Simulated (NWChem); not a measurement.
System: azulene (C10H8); SMILES c1ccc2cccc-2cc1

NWChem input:

```
start job
memory heap 200 mb stack 900 mb global 1100 mb
geometry units angstroms noautoz
  C      0.000000     0.000000     2.517215
  C      0.000000     1.273135     1.920742
  C      0.000000     1.601920     0.553732
  C      0.000000     0.751797    -0.558296
  C      0.000000     1.156334    -1.913422
  C      0.000000     0.000000    -2.725861
  C      0.000000    -1.156334    -1.913422
  C      0.000000    -0.751797    -0.558296
  C      0.000000    -1.601920     0.553732
  C      0.000000    -1.273135     1.920742
  H      0.000000     0.000000     3.620414
  H      0.000000     2.126518     2.617844
  H      0.000000     2.680695     0.318741
  H      0.000000     2.197429    -2.260973
  H      0.000000     0.000000    -3.825029
  H      0.000000    -2.197429    -2.260973
  H      0.000000    -2.680695     0.318741
  H      0.000000    -2.126518     2.617844
end
basis spherical
  C library def2-svp
  H library def2-svp
end
dft
  xc pbe0
  iterations 150
  semidirect filesize 400000000
  mulliken
end
task dft energy
```

Parts of the log:

```
             Northwest Computational Chemistry Package (NWChem) 7.3.0
             --------------------------------------------------------

 C2V symmetry detected

                             Geometry "geometry" -> ""
                             -------------------------

 Output coordinates in angstroms (scale by  1.889725989 to convert to a.u.)

  No.       Tag          Charge          X              Y              Z
 ---- ---------------- ---------- -------------- -------------- --------------
    1 C                    6.0000     0.00000000     0.00000000     2.51827669
    2 C                    6.0000     0.00000000     1.27313500     1.92180369
    3 C                    6.0000     0.00000000     1.60192000     0.55479369
    4 C                    6.0000     0.00000000     0.75179700    -0.55723431
    5 C                    6.0000     0.00000000     1.15633400    -1.91236031
    6 C                    6.0000     0.00000000     0.00000000    -2.72479931
    7 C                    6.0000     0.00000000    -1.15633400    -1.91236031
    8 C                    6.0000     0.00000000    -0.75179700    -0.55723431
    9 C                    6.0000     0.00000000    -1.60192000     0.55479369
   10 C                    6.0000     0.00000000    -1.27313500     1.92180369
   11 H                    1.0000     0.00000000     0.00000000     3.62147569
   12 H                    1.0000     0.00000000     2.12651800     2.61890569
   13 H                    1.0000     0.00000000     2.68069500     0.31980269
   14 H                    1.0000     0.00000000     2.19742900    -2.25991131
   15 H                    1.0000     0.00000000     0.00000000    -3.82396731
   16 H                    1.0000     0.00000000    -2.19742900    -2.25991131
   17 H                    1.0000     0.00000000    -2.68069500     0.31980269
   18 H                    1.0000     0.00000000    -2.12651800     2.61890569

 Effective nuclear repulsion energy (a.u.)     450.5851267366

      Symmetry information
      --------------------

 Group name             C2v
 Group number             16
 Group order               4
 No. of unique centers    11

                                 NWChem DFT Module
                                 -----------------

 Summary of "ao basis" -> "ao basis" (spherical)
 ------------------------------------------------------------------------------
       Tag                 Description            Shells   Functions and Types
 ---------------- ------------------------------  ------  ---------------------
 C                          def2-svp                 6       14   3s2p1d
 H                          def2-svp                 3        5   2s1p

      Symmetry analysis of basis
      --------------------------

        a1         72
        a2         21
        b1         27
        b2         60

            General Information
            -------------------
          SCF calculation type: DFT
          Wavefunction type:  closed shell.
          No. of atoms     :    18
          No. of electrons :    68
           Alpha electrons :    34
            Beta electrons :    34
          Charge           :     0
          Spin multiplicity:     1
          Use of symmetry is: on ; symmetry adaption is: on
          Maximum number of iterations: 150
          AO basis - number of functions:   180
                     number of shells:    84
          Convergence on energy requested:  1.00D-06
          Convergence on density requested:  1.00D-05
          Convergence on gradient requested:  5.00D-04

              XC Information
              --------------
                         PBE0 Method XC Functional
                     Hartree-Fock (Exact) Exchange  0.250
          PerdewBurkeErnzerhof Exchange Functional  0.750
            Perdew 1991 LDA Correlation Functional  1.000 local
           PerdewBurkeErnz. Correlation Functional  1.000 non-local

             Grid Information
             ----------------
          Grid used for XC integration:  medium
          Radial quadrature: Mura-Knowles
          Angular quadrature: Lebedev.
          Tag              B.-S. Rad. Rad. Pts. Rad. Cut. Ang. Pts.
          ---              ---------- --------- --------- ---------
          C                   0.70       49          14.0       434
          H                   0.35       45          15.0       434
          Grid pruning is: on
          Number of quadrature shells:   519
          Spatial weights used:  Erf1

      Superposition of Atomic Density Guess
      -------------------------------------

 Sum of atomic energies:        -380.24233737

      Non-variational initial energy
      ------------------------------

 Total energy =    -387.406039
 1-e energy   =   -1403.092175
 2-e energy   =     565.101009
 HOMO         =      -0.225285
 LUMO         =      -0.093068

      Symmetry analysis of molecular orbitals - initial
      -------------------------------------------------

  Numbering of irreducible representations:

     1 a1          2 a2          3 b1          4 b2

  Orbital symmetries:

     1 a1          2 a1          3 b2          4 a1          5 b2
     6 b2          7 a1          8 a1          9 a1         10 b2
    11 a1         12 a1         13 b2         14 a1         15 b2
    16 a1         17 b2         18 a1         19 a1         20 b2
    21 a1         22 a1         23 b2         24 b1         25 b2
    26 a1         27 b2         28 a1         29 b1         30 b2
    31 a1         32 a2         33 b1         34 a2         35 b1
    36 a2         37 b1         38 a1         39 b2         40 a1
    41 b1         42 a1         43 a2         44 b2

------------------------------------------------------------
EAF file 0: "./job.aoints.0" size=113246208 bytes
------------------------------------------------------------
               write      read    awrite     aread      wait
               -----      ----    ------     -----      ----
     calls:      216         0         0         0         0
   data(b): 1.13e+08  0.00e+00  0.00e+00  0.00e+00
   time(s): 0.00e+00  0.00e+00  0.00e+00  0.00e+00  0.00e+00
rate(mb/s): 0.00e+00  0.00e+00
------------------------------------------------------------

     ---------------------------------------------
      Total Density - Mulliken Population Analysis
     ---------------------------------------------

    Atom       Charge   Shell Charges
 -----------   ------   -------------------------------------------------------
    1 C    6     6.01   1.99  0.97  0.24  1.90  0.88  0.03
    2 C    6     6.10   1.99  0.97  0.25  1.95  0.91  0.03
    3 C    6     5.96   1.99  0.97  0.27  1.89  0.80  0.03
    4 C    6     6.05   1.99  0.98  0.14  1.92  0.96  0.04
    5 C    6     6.18   1.99  0.98  0.33  2.01  0.83  0.04
    6 C    6     6.06   1.99  0.98  0.30  1.93  0.82  0.04
    7 C    6     6.18   1.99  0.98  0.33  2.01  0.83  0.04
    8 C    6     6.05   1.99  0.98  0.14  1.92  0.96  0.04
    9 C    6     5.96   1.99  0.97  0.27  1.89  0.80  0.03
   10 C    6     6.10   1.99  0.97  0.25  1.95  0.91  0.03
   11 H    1     0.92   0.68  0.22  0.02
   12 H    1     0.92   0.68  0.22  0.02
   13 H    1     0.93   0.68  0.23  0.02
   14 H    1     0.92   0.67  0.23  0.02
   15 H    1     0.92   0.67  0.22  0.02
   16 H    1     0.92   0.67  0.23  0.02
   17 H    1     0.93   0.68  0.23  0.02
   18 H    1     0.92   0.68  0.22  0.02

   convergence    iter        energy       DeltaE   RMS-Dens  Diis-err
 ---------------- ----- ----------------- --------- --------- ---------
 d= 0,ls=0.0,diis     1   -385.0255364448 -8.36D+02  5.69D-03  5.61D-01
 d= 0,ls=0.0,diis     2   -385.0635200302 -3.80D-02  5.15D-03  2.36D-01
 d= 0,ls=0.0,diis     3   -385.0471144848  1.64D-02  2.99D-03  3.29D-01
 d= 0,ls=0.0,diis     4   -385.1018138473 -5.47D-02  4.02D-04  4.53D-03
 d= 0,ls=0.0,diis     5   -385.1022772926 -4.63D-04  1.95D-04  1.05D-03
  Resetting Diis
 d= 0,ls=0.0,diis     6   -385.1024225110 -1.45D-04  5.36D-05  7.97D-05
 d= 0,ls=0.0,diis     7   -385.1024324616 -9.95D-06  3.31D-05  9.37D-06
 d= 0,ls=0.0,diis     8   -385.1024306625  1.80D-06  2.30D-05  2.25D-05
 d= 0,ls=0.0,diis     9   -385.1024336710 -3.01D-06  3.12D-06  2.54D-07
 d= 0,ls=0.0,diis    10   -385.1024337042 -3.32D-08  7.71D-07  1.91D-08

         Total DFT energy =     -385.102433704195
      One electron energy =    -1411.235402817424
           Coulomb energy =      632.121864969791
    Exchange-Corr. energy =      -56.574022593118
 Nuclear repulsion energy =      450.585126736556

 Numeric. integr. density =       67.999885973845

                  Occupations of the irreducible representations
                  ----------------------------------------------

                     irrep           alpha         beta
                     --------     --------     --------
                     a1               17.0         17.0
                     a2                2.0          2.0
                     b1                3.0          3.0
                     b2               12.0         12.0

                       DFT Final Molecular Orbital Analysis
                       ------------------------------------

 Vector   32  Occ=2.000000D+00  E=-3.165951D-01  Symmetry=a2
              MO Center= -2.6D-16,  9.2D-15,  5.4D-01, r^2= 4.0D+00
   Bfn.  Coefficient  Atom+Function         Bfn.  Coefficient  Atom+Function
  ----- ------------  ---------------      ----- ------------  ---------------
    32      0.291016   3 C  px              116     -0.291016   9 C  px
    18      0.211981   2 C  px              130     -0.211981  10 C  px
    35      0.184076   3 C  px              119     -0.184076   9 C  px
    46      0.179542   4 C  px              102     -0.179542   8 C  px
    21      0.134345   2 C  px              133     -0.134345  10 C  px

 Vector   33  Occ=2.000000D+00  E=-2.470963D-01  Symmetry=b1
              MO Center=  6.6D-16, -2.3D-15, -5.6D-01, r^2= 5.5D+00
   Bfn.  Coefficient  Atom+Function         Bfn.  Coefficient  Atom+Function
  ----- ------------  ---------------      ----- ------------  ---------------
    74      0.323255   6 C  px                4      0.247437   1 C  px
    77      0.240655   6 C  px               46     -0.196975   4 C  px
   102     -0.196975   8 C  px                7      0.183346   1 C  px
    32     -0.175271   3 C  px              116     -0.175271   9 C  px
    60      0.148310   5 C  px               88      0.148310   7 C  px

 Vector   34  Occ=2.000000D+00  E=-2.085635D-01  Symmetry=a2
              MO Center= -1.2D-18, -7.6D-16, -5.6D-01, r^2= 5.2D+00
   Bfn.  Coefficient  Atom+Function         Bfn.  Coefficient  Atom+Function
  ----- ------------  ---------------      ----- ------------  ---------------
    60      0.309411   5 C  px               88     -0.309411   7 C  px
    63      0.252711   5 C  px               91     -0.252711   7 C  px
    18     -0.224132   2 C  px              130      0.224132  10 C  px
    21     -0.196782   2 C  px              133      0.196782  10 C  px
    46      0.191136   4 C  px              102     -0.191136   8 C  px

 Vector   35  Occ=0.000000D+00  E=-7.655134D-02  Symmetry=b1
              MO Center=  5.4D-16,  3.2D-15,  3.5D-01, r^2= 5.3D+00
   Bfn.  Coefficient  Atom+Function         Bfn.  Coefficient  Atom+Function
  ----- ------------  ---------------      ----- ------------  ---------------
     7      0.350596   1 C  px                4      0.306930   1 C  px
    35     -0.291402   3 C  px              119     -0.291402   9 C  px
    32     -0.266311   3 C  px              116     -0.266311   9 C  px
    74     -0.240186   6 C  px               77     -0.241356   6 C  px
    49      0.237218   4 C  px              105      0.237218   8 C  px

 Vector   36  Occ=0.000000D+00  E=-4.390134D-02  Symmetry=a2
              MO Center=  3.9D-16, -4.2D-15,  3.4D-01, r^2= 5.6D+00
   Bfn.  Coefficient  Atom+Function         Bfn.  Coefficient  Atom+Function
  ----- ------------  ---------------      ----- ------------  ---------------
    21      0.351571   2 C  px              133     -0.351571  10 C  px
    18      0.286998   2 C  px              130     -0.286998  10 C  px
    63      0.271350   5 C  px               91     -0.271350   7 C  px
    35     -0.265227   3 C  px              119      0.265227   9 C  px
    60      0.237651   5 C  px               88     -0.237651   7 C  px

 Vector   37  Occ=0.000000D+00  E= 5.938822D-02  Symmetry=a1
              MO Center=  2.1D-17, -1.5D-15,  2.4D+00, r^2= 9.0D+00
   Bfn.  Coefficient  Atom+Function         Bfn.  Coefficient  Atom+Function
  ----- ------------  ---------------      ----- ------------  ---------------
   142      0.961073  11 H  s               147      0.837384  12 H  s
   177      0.837384  18 H  s                 3     -0.647585   1 C  s
   152      0.606338  13 H  s               172      0.606338  17 H  s
    17     -0.551931   2 C  s               129     -0.551931  10 C  s
    31     -0.406217   3 C  s               115     -0.406217   9 C  s

------------------------------------------------------------
EAF file 0: "./job.aoints.0" size=170393600 bytes
------------------------------------------------------------
               write      read    awrite     aread      wait
               -----      ----    ------     -----      ----
     calls:      325         9         0      2916      2916
   data(b): 1.70e+08  4.72e+06  0.00e+00  1.53e+09
   time(s): 0.00e+00  0.00e+00  0.00e+00  0.00e+00  0.00e+00
rate(mb/s): 0.00e+00  0.00e+00
------------------------------------------------------------

     ---------------------------------------------
      Total Density - Mulliken Population Analysis
     ---------------------------------------------

    Atom       Charge   Shell Charges
 -----------   ------   -------------------------------------------------------
    1 C    6     6.00   1.99  0.92  0.22  2.05  0.79  0.04
    2 C    6     6.05   1.99  0.91  0.23  2.07  0.82  0.03
    3 C    6     5.99   1.99  0.93  0.26  2.05  0.73  0.04
    4 C    6     5.99   1.99  0.93  0.13  2.07  0.83  0.04
    5 C    6     6.06   1.99  0.91  0.33  2.08  0.73  0.03
    6 C    6     6.00   1.99  0.92  0.28  2.04  0.73  0.04
    7 C    6     6.06   1.99  0.91  0.33  2.08  0.73  0.03
    8 C    6     5.99   1.99  0.93  0.13  2.07  0.83  0.04
    9 C    6     5.99   1.99  0.93  0.26  2.05  0.73  0.04
   10 C    6     6.05   1.99  0.91  0.23  2.07  0.82  0.03
   11 H    1     0.96   0.75  0.19  0.02
   12 H    1     0.97   0.75  0.20  0.02
   13 H    1     0.97   0.75  0.20  0.02
   14 H    1     0.99   0.75  0.22  0.02
   15 H    1     0.98   0.75  0.21  0.02
   16 H    1     0.99   0.75  0.22  0.02
   17 H    1     0.97   0.75  0.20  0.02
   18 H    1     0.97   0.75  0.20  0.02

     -------------------------------------------
      Total Density - Lowdin Population Analysis
     -------------------------------------------

[...]
```

Level: PBE0/def2-SVP. Structure relaxed at the PBE-D3(BJ)/def2-SVP level. No frequency run checked for a minimum.
